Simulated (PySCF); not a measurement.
**Mayer bond orders and bond lengths**

C4H13FN2Si2.
Numbering: `[F:1][C@H:2]1[CH2:3][CH2:4][N:5]([SiH2:6][NH:7][SiH3:8])[CH2:9]1` (hydrogens: H10 on C2; H11, H12 on C3; H13, H14 on C4; H15, H16 on Si6; H17 on N7; H18, H19, H20 on Si8; H21, H22 on C9)

Structure used (GFN2-xTB), in Å, numbered top down from 1:
```xyz
22
C4H13FN2Si2 angstrom
F     -1.706   -2.097    0.113
C     -2.190   -0.859   -0.265
C     -2.457    0.005    0.973
C     -1.554    1.231    0.760
N     -0.471    0.767   -0.073
Si     1.033    0.300    0.632
N      2.071    0.064   -0.728
Si     3.704   -0.502   -0.691
C     -1.112   -0.090   -1.044
H     -3.083   -1.067   -0.863
H     -3.506    0.271    1.077
H     -2.143   -0.550    1.857
H     -2.109    2.011    0.222
H     -1.180    1.647    1.692
H      1.387    1.446    1.479
H      1.079   -0.946    1.402
H      1.824    0.610   -1.538
H      4.604    0.470   -0.060
H      3.714   -1.746    0.072
H      4.080   -0.703   -2.092
H     -1.596    0.524   -1.814
H     -0.400   -0.765   -1.514
```

Bond orders from the PBE0/pcSseg-1 density (PySCF). The structure is a single GFN2-xTB conformer in the gas phase; no vibrational or solvent corrections.

Problem. How far do the computed orders between heavy atoms stray from the drawn ones?

Solution. The largest departure is 0.136, at F1–C2 (drawn single, 0.864). Drawn single, order below 0.88: F1–C2 (0.864).

Problem. Set the Mayer orders of the bonds beside their lengths.

Solution. 
```json
{"bond": "F1–C2", "drawn as": "single", "length (Å)": "1.382", "Mayer order": "0.864"}
{"bond": "C2–C3", "drawn as": "single", "length (Å)": "1.533", "Mayer order": "1.014"}
{"bond": "C3–C4", "drawn as": "single", "length (Å)": "1.538", "Mayer order": "1.029"}
{"bond": "C4–N5", "drawn as": "single", "length (Å)": "1.443", "Mayer order": "0.966"}
{"bond": "N5–Si6", "drawn as": "single", "length (Å)": "1.726", "Mayer order": "0.943"}
{"bond": "Si6–N7", "drawn as": "single", "length (Å)": "1.727", "Mayer order": "0.938"}
{"bond": "N7–Si8", "drawn as": "single", "length (Å)": "1.728", "Mayer order": "0.971"}
{"bond": "N5–C9", "drawn as": "single", "length (Å)": "1.444", "Mayer order": "0.956"}
{"bond": "C9–C2", "drawn as": "single", "length (Å)": "1.537", "Mayer order": "1.000"}
{"bond": "C2–H10", "drawn as": "single", "length (Å)": "1.095", "Mayer order": "0.955"}
{"bond": "C3–H11", "drawn as": "single", "length (Å)": "1.088", "Mayer order": "0.949"}
{"bond": "C3–H12", "drawn as": "single", "length (Å)": "1.089", "Mayer order": "0.937"}
{"bond": "C4–H13", "drawn as": "single", "length (Å)": "1.098", "Mayer order": "0.941"}
{"bond": "C4–H14", "drawn as": "single", "length (Å)": "1.087", "Mayer order": "0.953"}
{"bond": "Si6–H15", "drawn as": "single", "length (Å)": "1.468", "Mayer order": "0.896"}
{"bond": "Si6–H16", "drawn as": "single", "length (Å)": "1.465", "Mayer order": "0.897"}
{"bond": "N7–H17", "drawn as": "single", "length (Å)": "1.008", "Mayer order": "0.917"}
{"bond": "Si8–H18", "drawn as": "single", "length (Å)": "1.468", "Mayer order": "0.911"}
{"bond": "Si8–H19", "drawn as": "single", "length (Å)": "1.460", "Mayer order": "0.940"}
{"bond": "Si8–H20", "drawn as": "single", "length (Å)": "1.464", "Mayer order": "0.945"}
{"bond": "C9–H21", "drawn as": "single", "length (Å)": "1.098", "Mayer order": "0.935"}
{"bond": "C9–H22", "drawn as": "single", "length (Å)": "1.088", "Mayer order": "0.941"}
```

Bonds between the same two heavy elements. C–C: lowest C9–C2 (1.000, 1.537 Å), highest C3–C4 (1.029, 1.538 Å). C–N: all 2 within 0.02 of one another (0.956 to 0.966). N–Si: lowest Si6–N7 (0.938, 1.727 Å), highest N7–Si8 (0.971, 1.728 Å).

Problem. Sum the orders of all bonds at each heavy atom with more than one neighbour and set the sums beside the valence in the SMILES.

Solution. C2 3.833 (drawn 4), C3 3.929 (drawn 4), C4 3.889 (drawn 4), N5 2.865 (drawn 3), Si6 3.674 (drawn 4), N7 2.826 (drawn 3), Si8 3.767 (drawn 4), C9 3.832 (drawn 4). Orders between atoms that aren't bonded are not in these sums.

Mayer orders depend on the basis set.
